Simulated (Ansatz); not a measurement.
`[NH2][Y]([NH2])[NH2]`, charge 0, multiplicity 1.

Give a relaxed structure at PBE0-D4/def2-TZVP (Ansatz). (Best estimate.)

Computed: 
```xyz
10

N     0.067   -1.088    1.857
Y    -0.001    0.000   -0.001
N    -0.596    2.069   -0.015
N     0.528   -0.981   -1.843
H    -0.157   -0.735    2.780
H     0.331   -2.058    1.988
H    -0.665    2.680   -0.820
H    -0.865    2.632    0.784
H     0.536   -0.575   -2.771
H     0.822   -1.945   -1.959
```
Point group D3h.
This is one stationary point; other conformers may exist.
